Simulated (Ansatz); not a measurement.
Reaction (cleavage of the Al–Si bond): `F[SiH2][AlH2]` + `C=C[SiH2]S` → `C=C[SiH2][S][AlH2]` + `F[SiH3]`

Program: Ansatz. Geometries: PBE0-D4/def2-TZVP. ΔE: electronic, gas phase. CCSD(T)/CBS is the MP2 limit (def2-TZVPP, def2-QZVPP) plus CCSD(T) − MP2 in def2-TZVPP, frozen cores. This one scheme is used for every species. Functionals use def2-TZVPP. One conformer a species, not always the lowest.

`F[SiH2][AlH2]`:

Z-matrix (Å, degrees):
```
Si
Al 1 2.468
F 1 1.613 2 111.5
H 1 1.492 2 112.3 3 -120.0
H 1 1.492 2 112.2 3 120.0
H 2 1.589 1 118.2 3 179.8
H 2 1.587 1 121.9 3 -0.2
```

`C=C[SiH2]S`:

```xyz
10

C    -1.484    0.100   -0.930
C    -0.543    0.695   -0.201
Si    0.544   -0.253    0.964
S     2.616   -0.066    0.459
H    -1.663   -0.970   -0.866
H    -2.118    0.650   -1.620
H    -0.398    1.769   -0.307
H     0.099   -1.672    0.944
H     0.484    0.282    2.348
H     2.462   -0.536   -0.791
```

`C=C[SiH2][S][AlH2]`:

```xyz
12

C     0.957    1.662    0.135
C     0.715    0.784    1.103
Si    0.464   -1.040    0.840
S     0.404   -1.530   -1.241
Al   -1.596   -0.773   -1.673
H     1.102    2.719    0.337
H     1.030    1.355   -0.905
H     0.665    1.149    2.129
H     1.594   -1.807    1.427
H    -0.788   -1.468    1.519
H    -2.058   -0.823   -3.183
H    -2.489   -0.228   -0.488
```

`F[SiH3]`:

Z-matrix (Å, degrees):
```
Si
F 1 1.600
H 1 1.482 2 108.3
H 1 1.482 2 108.3 3 -120.0
H 1 1.482 2 108.3 3 120.0
```

CCSD(T)/CBS gives -139.9 kJ/mol.

Q: Another level gave -145.8 kJ/mol. Which?
A. ωB97M-V/def2-TZVPP
B. SCS-MP2/def2-TZVPP
C. HF/def2-TZVPP
D. PBE0-D4/def2-TZVPP

A: B. SCS-MP2/def2-TZVPP -145.8, HF/def2-TZVPP -136.0, ωB97M-V -141.5, PBE0-D4 -129.7 kJ/mol.

Largest T1 diagnostic among the species: 0.012.

The D4 term adds −9.1 kJ/mol with B3LYP and −5.0 kJ/mol with PBE0; it sums over pairs of atoms, weighted by their polarisabilities, and B3LYP, whose exchange is more repulsive, gets the larger term. From PBE to PBE0 (25 % exact exchange), in def2-TZVPP and without D4, ΔE moves by −6.4 kJ/mol.

B3LYP here is the variant with VWN-RPA as its local correlation; programs differ in this.
